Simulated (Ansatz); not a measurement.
Start from `BOC(B)O` and change one atom or group to get `BC(O)[SiH2]C`.

Ansatz, PBE0-D4/def2-TZVP geometries, multiplicity 1. Each molecule was computed in one conformer, which needn't be the lowest.

```
                                          property  `BOC(B)O`
               HOMO energy (B3LYP/def2-TZVPP) / eV      -8.25
             HOMO energy (ωB97M-V/def2-TZVPP) / eV     -10.78
               HOMO–LUMO gap (PBE/def2-TZVPP) / eV       4.89
               LUMO energy (B3LYP/def2-TZVPP) / eV      -1.37
           HOMO–LUMO gap (ωB97M-V/def2-TZVPP) / eV      11.55
size of the dipole moment (ωB97M-V/def2-TZVPP) / D       2.90
```

What does the change do to each property? (An estimate is asked.)

Computed: 
```tsv
property	`BC(O)[SiH2]C`	shift
HOMO energy (B3LYP/def2-TZVPP) / eV	-7.26	0.99
HOMO energy (ωB97M-V/def2-TZVPP) / eV	-9.75	1.03
HOMO–LUMO gap (PBE/def2-TZVPP) / eV	3.99	-0.90
LUMO energy (B3LYP/def2-TZVPP) / eV	-1.42	-0.05
HOMO–LUMO gap (ωB97M-V/def2-TZVPP) / eV	10.41	-1.14
size of the dipole moment (ωB97M-V/def2-TZVPP) / D	1.75	-1.15
```

With PBE0 the HOMO rises by 0.96 eV and the LUMO falls by 0.08 eV, so the gap narrows by about 1.04 eV. PBE moves the HOMO by 0.92 eV and ωB97M-V by 1.03 eV. Dipoles are sizes alone; their direction can turn.

B3LYP here is the variant with VWN-RPA as its local correlation; programs differ in this.
